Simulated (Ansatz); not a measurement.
Z-matrix (Å, degrees):
```
C
Ge 1 1.935
H 1 1.091 2 109.8
H 1 1.090 2 108.6 3 119.7
H 1 1.090 2 110.1 3 -120.6
F 2 1.745 1 106.0 3 -63.8
Si 2 2.387 1 121.8 3 58.7
Cl 2 2.159 1 108.0 3 -175.8
H 7 1.482 2 108.5 1 -178.8
H 7 1.485 2 109.2 1 -58.2
H 7 1.485 2 108.2 1 61.2
```

Charge 0, multiplicity 1.

(1) List the r2SCAN/def2-TZVPP orbital energies in eV (the Gaussian-basis code of Ansatz). (Best estimate.)

Answers

(1) Computed: Occupied: -10835.44, -2753.16, -1791.51, -1350.44, -1200.51, -1200.49, -1200.46, -665.43, -273.50, -254.54, -193.08, -192.94, -192.93, -168.69, -142.01, -118.45, -118.40, -118.28, -96.88, -96.85, -96.85, -32.19, -31.71, -31.61, -31.60, -31.58, -29.61, -21.13, -18.77, -14.79, -13.17, -11.20, -11.03, -10.45, -10.23, -9.99, -9.43, -9.38, -8.78, -8.44, -8.07, -7.29. Lowest empty: -0.99, -0.94, -0.49, 0.54, 1.13, 1.24, 1.55, 2.35.
